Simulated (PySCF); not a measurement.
CdI (SMILES [Cd][I]), doublet, geometry from GFN2-xTB (such geometries of metal compounds can be far from the true shape) (the spin is typed, not shown lowest) (core potentials on Cd, I); BLYP/def2-SVP (PySCF).

PySCF was given this input:
```python
from pyscf import gto, scf, dft

mol = gto.M(
    atom='''
Cd   -0.00000000   -0.00000000   -1.49381317
I     0.00000000    0.00000000    1.35288740
''',
    basis='def2-svp',
    ecp={'Cd': 'def2-svp', 'I': 'def2-svp'},
    spin=1,
    verbose=4,
)

mf = dft.UKS(mol)
mf.xc = 'blyp'
mf.kernel()
```

Task: Predict the main parts of the log of this PySCF run.

Result: 
```
PySCF version 2.14.0

[INPUT] verbose = 4
[INPUT] num. atoms = 2
[INPUT] num. electrons = 45
[INPUT] charge = 0
[INPUT] spin (= nelec alpha-beta = 2S) = 1
[INPUT] symmetry False subgroup None
[INPUT] Mole.unit = angstrom
[INPUT] Symbol           X                Y                Z      unit          X                Y                Z       unit  Magmom
[INPUT]  1 Cd     0.000000000000   0.000000000000  -1.493813170000 AA    0.000000000000   0.000000000000  -2.822897772568 Bohr   0.0
[INPUT]  2 I      0.000000000000   0.000000000000   1.352887400000 AA    0.000000000000   0.000000000000   2.556586663375 Bohr   0.0

nuclear repulsion = 92.9457099381548
number of shells = 21
number of NR pGTOs = 118
number of NR cGTOs = 57
basis = def2-svp
ecp = {'Cd': 'def2-svp', 'I': 'def2-svp'}

******** <class 'pyscf.dft.uks.UKS'> ********
method = UKS
initial guess = minao
damping factor = 0
level_shift factor = 0
DIIS = <class 'pyscf.scf.diis.CDIIS'>
diis_start_cycle = 1
diis_space = 8
diis_damp = 0
SCF conv_tol = 1e-09
SCF conv_tol_grad = None
SCF max_cycles = 50
direct_scf = True
direct_scf_tol = 1e-13
number electrons alpha = 23  beta = 22
XC library pyscf.dft.libxc version 7.1.2
    S. Lehtola, C. Steigemann, M. J. T. Oliveira, and M. A. L. Marques,  SoftwareX 7, 1–5 (2018)
XC functionals = blyp
    A. D. Becke,  Phys. Rev. A 38, 3098 (1988)
    C. Lee, W. Yang, and R. G. Parr,  Phys. Rev. B 37, 785 (1988)
    B. Miehlich, A. Savin, H. Stoll, and H. Preuss,  Chem. Phys. Lett. 157, 200 (1989)
radial grids:
    Treutler-Ahlrichs [JCP 102, 346 (1995); DOI:10.1063/1.469408] (M4) radial grids

becke partition: Becke, JCP 88, 2547 (1988); DOI:10.1063/1.454033
pruning grids: <function nwchem_prune>
grids dens level: 3
symmetrized grids: False
atomic radii adjust function: <function treutler_atomic_radii_adjust>
small_rho_cutoff = 0
Set gradient conv threshold to 3.16228e-05
tot grids = 44352
init E= -420.204153654707

cycle= 1 E= -463.043771383761  delta_E= -42.8  |g|= 2.48  |ddm|= 6.73
cycle= 2 E= -458.608976579538  delta_E= 4.43  |g|=    3  |ddm|= 6.98
cycle= 3 E= -464.824671308019  delta_E= -6.22  |g|= 0.732  |ddm|= 4.86

cycle= 4 E= -464.787830468367  delta_E= 0.0368  |g|= 0.823  |ddm|= 2.85
cycle= 5 E= -465.333325412724  delta_E= -0.545  |g|= 0.181  |ddm|= 1.87
cycle= 6 E= -465.351703495427  delta_E= -0.0184  |g|= 0.115  |ddm|= 0.62
cycle= 7 E= -465.36277022826  delta_E= -0.0111  |g|= 0.00922  |ddm|= 0.213
cycle= 8 E= -465.362815182897  delta_E= -4.5e-05  |g|= 0.00468  |ddm|= 0.015
cycle= 9 E= -465.362831235761  delta_E= -1.61e-05  |g|= 0.00148  |ddm|= 0.0103
cycle= 10 E= -465.362833016299  delta_E= -1.78e-06  |g|= 0.000235  |ddm|= 0.00299
cycle= 11 E= -465.362833069328  delta_E= -5.3e-08  |g|= 1.41e-05  |ddm|= 0.000472
cycle= 12 E= -465.362833069449  delta_E= -1.21e-10  |g|= 7.14e-06  |ddm|= 4.59e-05
Extra cycle  E= -465.362833069165  delta_E= 2.83e-10  |g|= 1.86e-05  |ddm|= 6.02e-05
converged SCF energy = -465.362833069165  <S^2> = 0.75130072  2S+1 = 2.0013003
```
